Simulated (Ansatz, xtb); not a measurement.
## A geometry optimisation of C2H4Zn+ with r2SCAN-D4/def2-SVP

The starting geometry of this gas-phase doublet has its atoms placed at random.

```xyz
7

C    -0.9353   -0.5208    1.4418
C    -1.1874   -0.2865   -0.9744
Zn    0.8756    0.1195   -0.2140
H    -1.5062   -0.5768    0.4876
H     0.3415   -1.3287    1.2372
H    -0.4709    0.9207   -1.2837
H    -0.7422   -1.4550   -0.5977
```

One run relaxed it with r2SCAN-D4/def2-SVP. What is a likely outcome?

It ends as a structure given below by its coordinates. Distances that change by over a tenth: C2–H7 (1.31 → 1.10 Å). Contacts that open: C2–Zn3 (2.24 → 2.81 Å), Zn3–H6 (1.90 → 3.33 Å). Contacts that close: C1–C2 (2.44 → 1.37 Å), C1–Zn3 (2.54 → 2.20 Å), C1–H5 (1.52 → 1.10 Å), C2–H6 (1.44 → 1.10 Å).

The energy falls by 10.87 eV over 24 steps:

```csv
step,E − E(last) (eV)
1,10.867
4,6.785
6,5.463
9,2.514
11,0.353
14,0.048
16,0.046
19,0.034
21,0.004
24,0.000
```

Final geometry (Å):

```xyz
7

C    -0.6473   -0.5342    0.5837
C    -0.8858   -0.6158   -0.7633
Zn    1.2937    0.4922    0.6144
H    -1.1515    0.2387    1.1847
H    -0.2752   -1.4153    1.1297
H    -1.4172    0.1795   -1.2988
H    -0.5416   -1.4729   -1.3537
```

From the same start GFN2-xTB ends elsewhere, differing in C1–H4 (2.02 against 1.10 Å here), C2–H4 (1.10 against 2.14 Å here).

From so rough a start the end depends on the optimiser's path, so another program may land elsewhere. No frequencies were run, so the end isn't proven a minimum. Open shells are spin-unrestricted. Run with Ansatz 0.2.0, 4.3 min on 1 thread of Arm Neoverse V1, with other jobs on the host.
